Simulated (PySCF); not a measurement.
Delta-SCF ions had no search for a lower state. Excitations are Tamm–Dancoff values on a coarser integration grid. The basis has no diffuse functions, so Rydberg states are missing or too high.

Species: AlBr3, SMILES `[Al]([Br])([Br])[Br]` (charge 0, multiplicity 1).

Problem. Predict the vertical ionisation energy (Delta-SCF), S1–T1 gap (TDA) and T1 excitation (TDA) from ωB97X-D3(BJ)/def2-TZVP // B3LYP-D3(BJ)/def2-TZVP (PySCF).

Solution. 
```yaml
vertical ionisation energy (Delta-SCF): 11.15 eV
S1–T1 gap (TDA): 0.32 eV
T1 excitation (TDA): 6.06 eV
```
